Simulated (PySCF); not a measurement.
B2ClH3, BClH3Si, CH5FSi2, BH6OSi and others (calculated)

Calculation on a computer-drawn molecule: the log of a Hartree-Fock and frozen-core CCSD(T) single point meant for a local Hartree-Fock minimum, with one planted fault or none, to be diagnosed. Offsets are logged minus clean, where the clean run is the same molecule without the fault. The reference is restricted for singlets and unrestricted otherwise, and also for a bond in bohr or an excited solution. Adding or removing an electron swaps singlet and doublet. The excited solution moves the top pair (singlet) or top alpha electron (doublet) to the lowest empty orbital. Highest occupied and lowest empty are orbital energies over both spins, largest force is the largest gradient component, triples share is (T) over the correlation energy, the T1 limit is 0.02 restricted and 0.045 unrestricted, electrons count all cores, a negative frequency is imaginary (commonest isotopes), and the dipole is about the centre of nuclear charge. Program: PySCF 2.14.0.

Common to all runs: logged SCF converged yes; possible faults no fault, one electron removed, one electron added, multiplicity raised by two, geometry at a saddle point, SCF held on an excited solution, minimal basis STO-3G, one bond length entered in bohr, all coordinates scaled.

```json
{"entry": 1, "formula": "B2ClH3", "logged_structure": {"atoms_angstrom": [["B", 0.1324, 1.0005, 0.1291], ["B", 0.4459, 1.3269, -1.5015], ["Cl", 1.7904, 2.4106, -1.9121], ["H", -0.6187, 1.6863, 0.768], ["H", 0.6541, 0.0755, 0.69], ["H", -0.1687, 0.8851, -2.4279]]}, "given": {"meant_charge": 0, "meant_multiplicity": 1, "meant_basis": "cc-pV(D+d)Z", "logged_electrons": 30, "logged_basis_functions": 66, "logged_spin_squared": 0.0, "logged_highest_occupied [eV]": -5.4571, "logged_lowest_empty [eV]": -4.2873, "logged_largest_force [hartree/bohr]": 0.13329, "logged_CC_converged": "no", "logged_dipole_magnitude [debye]": 3.387, "logged_SCF_stable_within_its_kind": "no", "logged_energy_HF [hartree]": -510.15921, "drawn_bonds_atom": [1, 2, 1, 1, 2], "drawn_bonds_other_atom": [2, 3, 4, 5, 6], "drawn_bonds_order": [1, 1, 1, 1, 1]}, "results": {"planted_fault": "SCF held on an excited solution", "HF_energy_offset_from_clean_run [kcal/mol]": 288.7}, "notes": ["CCSD not converged"]}
{"entry": 2, "formula": "BClH3Si", "logged_structure": {"atoms_angstrom": [["B", -1.4449, 0.3266, 1.6496], ["Si", 0.2683, -0.5313, 1.1709], ["Cl", -0.1655, -2.1415, -0.3445], ["H", -2.5163, -0.2352, 1.6948], ["H", -1.4044, 1.4158, 2.1891], ["H", 0.9953, 0.431, 0.2649]]}, "given": {"meant_charge": -1, "meant_multiplicity": 1, "meant_basis": "aug-cc-pV(D+d)Z", "logged_electrons": 39, "logged_basis_functions": 114, "logged_spin_squared": 0.7756, "logged_highest_occupied [eV]": -10.115, "logged_lowest_empty [eV]": -0.50358, "logged_largest_force [hartree/bohr]": 0.052612, "logged_T1_diagnostic": 0.021381, "logged_D1_diagnostic": 0.084868, "logged_triples_share": 0.031235, "logged_CC_converged": "yes", "logged_dipole_magnitude [debye]": 2.8515, "logged_SCF_stable_within_its_kind": "yes", "logged_energy_HF [hartree]": -774.84812, "logged_energy_CCSD(T) [hartree]": -775.22483, "drawn_bonds_atom": [1, 2, 1, 1, 2], "drawn_bonds_other_atom": [2, 3, 4, 5, 6], "drawn_bonds_order": [1, 1, 1, 1, 1]}, "results": {"planted_fault": "one electron removed", "HF_energy_offset_from_clean_run [kcal/mol]": 28.45, "CCSD(T)_energy_offset_from_clean_run [kcal/mol]": 54.99}}
{"entry": 3, "formula": "CH5FSi2", "logged_structure": {"atoms_angstrom": [["C", -3.5648, 0.5916, 2.6421], ["Si", -2.9592, 0.4421, 0.9665], ["Si", -0.666, -0.3568, 0.5452], ["F", -0.7125, -1.7398, -0.452], ["H", -2.9284, 0.288, 3.5395], ["H", -4.6057, 0.9829, 2.8985], ["H", -3.8363, 0.8605, -0.2431], ["H", 0.1951, 0.6979, -0.1977], ["H", -0.0003, -0.7512, 1.8885]]}, "given": {"meant_charge": 0, "meant_multiplicity": 1, "meant_basis": "cc-pV(D+d)Z", "logged_electrons": 48, "logged_basis_functions": 99, "logged_spin_squared": 0.0, "logged_highest_occupied [eV]": -8.4698, "logged_lowest_empty [eV]": 1.3425, "logged_largest_force [hartree/bohr]": 0.0382, "logged_T1_diagnostic": 0.015169, "logged_D1_diagnostic": 0.046135, "logged_triples_share": 0.030793, "logged_CC_converged": "yes", "logged_dipole_magnitude [debye]": 1.666, "logged_SCF_stable_within_its_kind": "yes", "logged_energy_HF [hartree]": -718.06878, "logged_energy_CCSD(T) [hartree]": -718.66323, "drawn_bonds_atom": [1, 2, 3, 1, 1, 2, 3, 3], "drawn_bonds_other_atom": [2, 3, 4, 5, 6, 7, 8, 9], "drawn_bonds_order": [2, 1, 1, 1, 1, 1, 1, 1]}, "results": {"planted_fault": "all coordinates scaled, by +5.2 %", "HF_energy_offset_from_clean_run [kcal/mol]": 14.02, "CCSD(T)_energy_offset_from_clean_run [kcal/mol]": 7.43}}
{"entry": 4, "formula": "BH6OSi", "logged_structure": {"atoms_angstrom": [["B", -1.8243, -1.1908, -2.5105], ["Si", -1.814, 0.8228, -2.2693], ["O", -0.2318, 1.4797, -2.2813], ["H", -2.9881, -1.6132, -2.4946], ["H", -1.2845, -1.4472, -3.5993], ["H", -1.169, -1.6904, -1.5812], ["H", -2.5423, 1.6462, -3.307], ["H", -2.409, 1.3694, -0.9917], ["H", 0.4074, 0.7987, -2.4028]]}, "given": {"meant_charge": -1, "meant_multiplicity": 1, "meant_basis": "aug-cc-pV(D+d)Z", "logged_electrons": 34, "logged_basis_functions": 132, "logged_spin_squared": 0.0, "logged_highest_occupied [eV]": -4.4965, "logged_lowest_empty [eV]": 3.9699, "logged_largest_force [hartree/bohr]": 3.5994e-05, "logged_lowest_frequency [cm^-1]": 126.25, "logged_T1_diagnostic": 0.013305, "logged_D1_diagnostic": 0.031604, "logged_triples_share": 0.028996, "logged_CC_converged": "yes", "logged_dipole_magnitude [debye]": 3.8348, "logged_SCF_stable_within_its_kind": "yes", "logged_energy_HF [hartree]": -392.03001, "logged_energy_CCSD(T) [hartree]": -392.53481, "drawn_bonds_atom": [1, 2, 1, 1, 1, 2, 2, 3], "drawn_bonds_other_atom": [2, 3, 4, 5, 6, 7, 8, 9], "drawn_bonds_order": [1, 1, 1, 1, 1, 1, 1, 1]}, "results": {"planted_fault": "no fault", "HF_energy_offset_from_clean_run [kcal/mol]": 0.0, "CCSD(T)_energy_offset_from_clean_run [kcal/mol]": 0.0}}
{"entry": 5, "formula": "C2H6OSi", "logged_structure": {"atoms_angstrom": [["C", -0.0306, 0.2197, -0.2082], ["C", 1.2898, -0.2408, -0.163], ["Si", 2.0815, -0.3985, -1.6564], ["O", 1.5614, -0.1149, -2.8902], ["H", -0.4133, 0.2844, 0.7099], ["H", -0.6076, -0.3919, -0.7418], ["H", -0.0841, 1.1201, -0.6303], ["H", 1.3459, -1.1358, 0.2854], ["H", 1.8628, 0.3591, 0.4002], ["H", 3.3386, -0.8554, -1.4768]]}, "given": {"meant_charge": 0, "meant_multiplicity": 1, "meant_basis": "cc-pV(D+d)Z", "logged_electrons": 40, "logged_basis_functions": 95, "logged_spin_squared": 0.0, "logged_highest_occupied [eV]": -11.584, "logged_lowest_empty [eV]": 2.9921, "logged_largest_force [hartree/bohr]": 0.22103, "logged_T1_diagnostic": 0.013779, "logged_D1_diagnostic": 0.050778, "logged_triples_share": 0.025435, "logged_CC_converged": "yes", "logged_dipole_magnitude [debye]": 4.2364, "logged_SCF_stable_within_its_kind": "yes", "logged_energy_HF [hartree]": -442.93532, "logged_energy_CCSD(T) [hartree]": -443.54377, "drawn_bonds_atom": [1, 2, 3, 1, 1, 1, 2, 2, 3], "drawn_bonds_other_atom": [2, 3, 4, 5, 6, 7, 8, 9, 10], "drawn_bonds_order": [1, 1, 2, 1, 1, 1, 1, 1, 1]}, "results": {"planted_fault": "all coordinates scaled, by -8.7 %", "HF_energy_offset_from_clean_run [kcal/mol]": 61.17, "CCSD(T)_energy_offset_from_clean_run [kcal/mol]": 75.11}}
{"entry": 6, "formula": "FH5OSi2", "logged_structure": {"atoms_angstrom": [["O", -2.3398, -0.0881, -0.1554], ["Si", -1.7767, 1.2162, -0.9691], ["F", -0.9106, 2.1388, 0.042], ["Si", -0.3853, 0.4384, -2.6954], ["H", -2.9377, 0.0243, 0.5695], ["H", -2.8879, 2.0814, -1.4098], ["H", 0.189, 1.5914, -3.4285], ["H", 0.7116, -0.3811, -2.1322], ["H", -1.1812, -0.3818, -3.6388]]}, "given": {"meant_charge": 0, "meant_multiplicity": 1, "meant_basis": "cc-pV(D+d)Z", "logged_electrons": 51, "logged_basis_functions": 99, "logged_spin_squared": 0.7568, "logged_highest_occupied [eV]": 2.4457, "logged_lowest_empty [eV]": 8.559, "logged_largest_force [hartree/bohr]": 0.068916, "logged_T1_diagnostic": 0.055889, "logged_D1_diagnostic": 0.40045, "logged_triples_share": 0.021433, "logged_CC_converged": "yes", "logged_dipole_magnitude [debye]": 3.8132, "logged_SCF_stable_within_its_kind": "yes", "logged_energy_HF [hartree]": -755.08713, "logged_energy_CCSD(T) [hartree]": -755.73378, "drawn_bonds_atom": [1, 2, 2, 1, 2, 4, 4, 4], "drawn_bonds_other_atom": [2, 3, 4, 5, 6, 7, 8, 9], "drawn_bonds_order": [1, 1, 1, 1, 1, 1, 1, 1]}, "results": {"planted_fault": "one electron added", "HF_energy_offset_from_clean_run [kcal/mol]": 68.15, "CCSD(T)_energy_offset_from_clean_run [kcal/mol]": 56.23}, "notes": ["T1 above single-reference limit", "highest electron not bound in this basis"]}
{"entry": 7, "formula": "AlBH2NO", "logged_structure": {"atoms_angstrom": [["N", 1.6409, -0.8608, -3.1024], ["Al", 1.2978, -1.7574, -1.6256], ["B", 0.7543, -0.5558, 0.0711], ["O", 0.4496, 0.0743, 1.0329], ["H", 1.6007, 0.1381, -3.1996], ["H", 1.9075, -1.2703, -3.9787]]}, "given": {"meant_charge": 0, "meant_multiplicity": 2, "meant_basis": "cc-pV(D+d)Z", "logged_electrons": 35, "logged_basis_functions": 75, "logged_spin_squared": 0.8368, "logged_highest_occupied [eV]": -5.7468, "logged_lowest_empty [eV]": -1.8977, "logged_largest_force [hartree/bohr]": 0.043394, "logged_dipole_magnitude [debye]": 6.2304, "logged_SCF_stable_within_its_kind": "no", "logged_energy_HF [hartree]": -397.04526, "drawn_bonds_atom": [1, 2, 3, 1, 1], "drawn_bonds_other_atom": [2, 3, 4, 5, 6], "drawn_bonds_order": [1, 1, 2, 1, 1]}, "results": {}, "notes": ["coupled-cluster numbers left out as unreliable"]}
{"entry": 8, "formula": "AlBFH2O", "logged_structure": {"atoms_angstrom": [["B", 1.0051, -1.858, -0.3657], ["O", 0.0183, -1.192, 0.2219], ["Al", -1.0161, -0.14, 1.0243], ["F", -0.6406, 0.2485, 2.5789], ["H", 1.0435, -3.0629, -0.4437], ["H", -2.2887, 0.4412, 0.3517]]}, "given": {"meant_charge": 0, "meant_multiplicity": 2, "meant_basis": "cc-pV(D+d)Z", "logged_electrons": 37, "logged_basis_functions": 75, "logged_spin_squared": 0.7536, "logged_highest_occupied [eV]": -8.5416, "logged_lowest_empty [eV]": 1.8349, "logged_largest_force [hartree/bohr]": 3.7656e-05, "logged_lowest_frequency [cm^-1]": 83.158, "logged_T1_diagnostic": 0.017409, "logged_D1_diagnostic": 0.051938, "logged_triples_share": 0.020086, "logged_CC_converged": "yes", "logged_dipole_magnitude [debye]": 1.5713, "logged_SCF_stable_within_its_kind": "yes", "logged_energy_HF [hartree]": -442.19071, "logged_energy_CCSD(T) [hartree]": -442.71473, "drawn_bonds_atom": [1, 2, 3, 1, 3], "drawn_bonds_other_atom": [2, 3, 4, 5, 6], "drawn_bonds_order": [1, 1, 1, 1, 1]}, "results": {}}
```

Question: Which fault was planted in the run of AlBH2NO (entry 7)?
Answer: SCF held on an excited solution

Question: Give the missing planted fault for AlBFH2O (entry 8).
Answer: no fault

Further results for AlBH2NO (entry 7):

* HF energy offset from clean run: 68.37 kcal/mol

Further results for AlBFH2O (entry 8):

* HF energy offset from clean run: 0 kcal/mol
* CCSD(T) energy offset from clean run: 0 kcal/mol
